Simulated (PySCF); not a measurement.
K(Cl) cation (ClK), SMILES [Cl][K] (connectivity only; charge and spin as stated), charge +1, multiplicity 2. Atoms are numbered in the order given.

```xyz
2

K      0.0000     0.0000    -1.5675
Cl     0.0000     0.0000     1.7519
```
Charge +1, spin multiplicity 2.

The structure is a stationary point at B3LYP-D3(BJ)/def2-TZVPD. The multiplicity is an assumed one; other spin states were not compared.

Computed with PySCF with PBE/def2-TZVPD.

Mulliken values depend strongly on the basis, most of all with diffuse functions as here. ESP charges are fitted to the potential on shells at 1.4 to 2.0 van der Waals radii. Atomic charges (e):

| atom | meta-Löwdin | ESP fit | Mulliken | Mulliken spin |
|---|---|---|---|---|
| K1 | 0.96 | 0.92 | 0.97 | 0.00 |
| Cl2 | 0.04 | 0.08 | 0.03 | 1.00 |
